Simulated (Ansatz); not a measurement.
Computed with Ansatz on PBE0-D4/def2-TZVP structures; ΔE is electronic, products minus reactants. CCSD(T)/CBS is the MP2 limit (def2-TZVPP, def2-QZVPP) plus CCSD(T) − MP2 in def2-TZVPP, frozen cores. DFT in def2-TZVPP. HSE06 is defined as in plane-wave codes. For Ge outer-core shells are correlated without core-valence functions, which leaves a few kJ/mol of doubt a bond. Scalar relativity is left out up to krypton. Each species was taken in one conformer, which may not be the lowest.

Consider the formal exchange of groups at the Si–Ge bond: `[GeH3][SiH2][GeH2][GeH3]` + `CSC` → `CS[SiH2][GeH3]` + `[CH3][GeH2][GeH3]`.

Problem. Is it downhill or uphill in electronic energy at CCSD(T)/CBS, and by how much? (Best estimate.)

Solution. The calculation gave: Downhill: ΔE = -58.6 kJ/mol.

Problem. What do these levels give: B97M-V, PBE0-D4, ωB97M-V, B2PLYP, PBE-QIDH, BLYP, HSE06, CAM-B3LYP, MP2/def2-SVP, MP2/def2-TZVPP, SCS-MP2/def2-TZVPP, SCS-MP2/def2-QZVPP? (An estimate is asked.)

Solution. Computed: B97M-V -59.6, PBE0-D4 -52.4, ωB97M-V -59.1, B2PLYP -59.7, PBE-QIDH -58.1, BLYP -55.5, HSE06 -53.0, CAM-B3LYP -58.6, MP2/def2-SVP -56.7, MP2/def2-TZVPP -63.8, SCS-MP2/def2-TZVPP -62.8, SCS-MP2/def2-QZVPP -63.3 kJ/mol.

Largest T1 diagnostic among the species: 0.012.

At CCSD(T), def2-SVP lies +6.9 kJ/mol from the extrapolated value and def2-TZVPP +0.1 kJ/mol. From BLYP to BHLYP (50 % exact exchange), in def2-TZVPP and without D4, ΔE moves by −4.2 kJ/mol. Leaving LDA and LC-ωPBE aside and taking each functional with its dispersion term where it has one, the values, not all of them listed here, spread over 9.2 kJ/mol, from B2PLYP to PBE-D4.
